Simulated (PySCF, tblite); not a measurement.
Isomers of C6H10O2SSi, one GFN2-xTB conformer each. Single-point energies are computed at PBE0/pcSseg-1 (PySCF, gas phase, no added dispersion term), electronic only.

Problem. Rank them by PBE0/pcSseg-1 energy, lowest first (kcal/mol).
A. `[O:1]=[CH:2][O:3][CH2:4][C:5](=[S:6])[C@H:7]1[CH2:8][CH2:9][SiH2:10]1` with O1–C2–O3–C4 1°, C2–O3–C4–C5 154°, O3–C4–C5–S6 -147°, C4–C5–C7–C8 179°
B. `[CH3:1][O:2][SiH:3]([O:4][CH3:5])[c:6]1[cH:7][cH:8][cH:9][s:10]1` with C1–O2–Si3–O4 47°, O2–Si3–O4–C5 177°, O2–Si3–C6–C7 -5°
C. `[CH3:1][C:2](=[S:3])[CH2:4][C@H:5]1[O:6][CH2:7][C:8](=[O:9])[SiH2:10]1` with C1–C2–C4–C5 -80°, C2–C4–C5–O6 68°, C4–C5–O6–C7 80°, C5–O6–C7–C8 40°, O6–C7–C8–O9 167°, C7–C8–Si10–C5 -7°
D. `[CH3:1][S:2][C:3]1=[CH:4][C:5](=[O:6])[C@:7]1([CH3:8])[O:9][SiH3:10]` with C1–S2–C3–C4 176°, C5–C7–O9–Si10 35°

Solution. B (0.0), D (49.3), A (54.0), C (66.2).

As drawn, the lowest has an aromatic ring and an Si–O bond, which the highest lacks; the highest has a C=O bond and a C=S bond, which the lowest lacks. GFN2-xTB itself gives, in the same order: 0.0, 35.4, 63.3, 72.0. Both levels put the same isomer lowest; measured from each level's own lowest isomer, the values differ by up to 13.9 kcal/mol (CSC1=CC(=O)[C@]1(C)O[SiH3]: 35.4 against 49.3).

Problem. Which frontier levels, dipoles and rotational constants go with these structures?

Solution. 
```csv
SMILES,"HOMO (eV, PBE0/pcSseg-1)",LUMO (eV),dipole (D),"A, B, C (MHz)"
CO[SiH](OC)c1cccs1,-7.04,-0.76,1.78,"1497, 733.9, 534.4"
CSC1=CC(=O)[C@]1(C)O[SiH3],-6.98,-1.37,3.73,"1431, 772.5, 619.8"
O=COCC(=S)[C@H]1CC[SiH2]1,-6.40,-1.94,4.03,"1375, 707.3, 512.2"
CC(=S)C[C@H]1OCC(=O)[SiH2]1,-6.36,-2.02,0.99,"2229, 511.2, 448.4"
```

Problem. What happens when harmonic zero-point energies from GFN2-xTB frequencies are added?

Solution. 
| SMILES | ZPE (kcal/mol) | electronic (kcal/mol) | with ZPE (kcal/mol) |
| --- | --- | --- | --- |
| CO[SiH](OC)c1cccs1 | 92.2 | 0.0 | 0.0 |
| CSC1=CC(=O)[C@]1(C)O[SiH3] | 88.5 | 49.3 | 45.6 |
| O=COCC(=S)[C@H]1CC[SiH2]1 | 91.0 | 54.0 | 52.9 |
| CC(=S)C[C@H]1OCC(=O)[SiH2]1 | 90.9 | 66.2 | 65.0 |

The zero-point energies span 3.7 kcal/mol. The order is unchanged.
